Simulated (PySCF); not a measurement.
**NMR problem set**

PySCF calculation with geometry from GFN2-xTB and σ from GIAO-PBE0/pcSseg-1; equivalent nuclei averaged, one conformer, relativity neglected, no solvent model.

Scale: TMS for 1H, 13C (reference shieldings calculated alike). Where no couplings were computed, multiplicities follow the n + 1 count of equivalent neighbours, and m marks all less simple cases (inequivalent or close neighbours, rings, F or P nearby). Shifts are as computed. Against solution values, carbons near 30 ppm lie about +3 ppm off and those near 130 ppm about +5 ppm. Of 1211 compounds with measured shifts, 218 miss one by over three times the rms of a fit or turn the order of signals round; such compounds aren't used in these exercises. OH and NH positions are gas-phase values without hydrogen bonding to other molecules.

Q: C$_{5}$H$_{8}$O. 1H NMR (500 MHz, computed): δ 7.03 (t, 1H), 4.11 (t, 2H), 2.89 (t, 2H), 0.98 (m, 2H), 0.43 (br s, 1H). 13C{1H} NMR (computed): δ 127.8, 113.9, 62.0, 35.2, 6.5. Identify the compound.

A: `OCCC1=CC1`. Rings plus π bonds: 2 (1 ring in the answer). 5 carbon signals for 5 carbons: no two carbons are equivalent. Carbon types of the structure: 1 × C, 1 × CH, 3 × CH2, leaving 1 H on heteroatoms. δC 127.8: fully substituted alkene carbon; as expected for a trigonal carbon in a double bond. δC 113.9: alkene CH; as expected for a trigonal carbon in a double bond. δC 62.0: sp3 CH2 bonded to O; pulled downfield by the heteroatom. δC 6.5: three-membered-ring carbon; carbons of three-membered rings are unusually shielded.

The data come from this structure; uniqueness wasn't tested.

Q: C$_{5}$H$_{8}$N$_{2}$O. 1H NMR (300 MHz, computed): δ 7.14 (m, 1H), 5.85 (m, 1H), 3.99 (s, 3H), 3.88 (s, 3H). 13C{1H} NMR (computed): δ 169.0, 133.3, 98.5, 56.9, 39.2. Identify the compound.

A: `InChI=1S/C5H8N2O/c1-7-4-3-5(6-7)8-2/h3-4H,1-2H3`. The formula gives 3 degrees of unsaturation (1 ring in the answer). 5 carbon signals for 5 carbons: no two carbons are equivalent. Carbon types of the structure: 1 × C, 2 × CH, 2 × CH3, which accounts for all hydrogens. δC 169.0: aromatic carbon bearing oxygen; the electronegative substituent deshields the carbon that carries it. δC 133.3: aromatic CH next to a ring nitrogen. δC 98.5: aromatic CH; resonance donation from the substituent shields this position. δH 5.85: hydrogen on an aromatic CH; π donation from the O or N substituent shields it against benzene.

The data come from this structure; uniqueness wasn't tested.
